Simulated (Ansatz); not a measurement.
Job for Ansatz (an electronic-structure program): U-SVWN5/def2-TZVPP on F (SMILES [F]).

Ansatz 0.2 input:
```yaml
crystal:
  periodic: [false, false, false]
  atoms:
    - {symbol: F, position_ang: [0.00000000, 0.00000000, 0.00000000]}
basis:
  gaussian:
    orbitals: def2-TZVPP
hamiltonian:
  xc: {name: SVWN5}
magnetization: {spin_polarized: true, initial_magnetization: 1}
```

Program output:

```
WARN ansatz: RAYON_NUM_THREADS=4 ignored (pool sized by the plan → 4); use --threads N
Functional definition: SVWN5
integrals: 0.00 GiB planned
156 factors; their error is unknown
mean field: 0.07 GiB planned
mean field evaluation 1: about -2696.7472 eV, gradient 7.1e0 eV
mean field evaluation 2: about -2696.5802 eV, gradient 1.1e1 eV
mean field evaluation 4: about -2696.8352 eV, gradient 2.8e0 eV
mean field evaluation 8: about -2696.8499 eV, gradient 9.6e-3 eV
mean field evaluation 16: about -2696.8502 eV, gradient 2.2e-4 eV
mean field -2696.84986007 eV, -99.1074043670 hartree, gradient 4.2e-6 eV, S^2 0.751174; 2 other end points of the search recorded, 0 dependent functions left out
reference -2696.84986707 eV, -99.1074046245 hartree; 5, 4 occupied and 26, 27 virtual orbitals, 156 factors
Total energy: -2696.84986707 eV, -99.1074046245 hartree
```

The calculation finished and met its thresholds.

Cost: roughly 0.3 core-seconds.
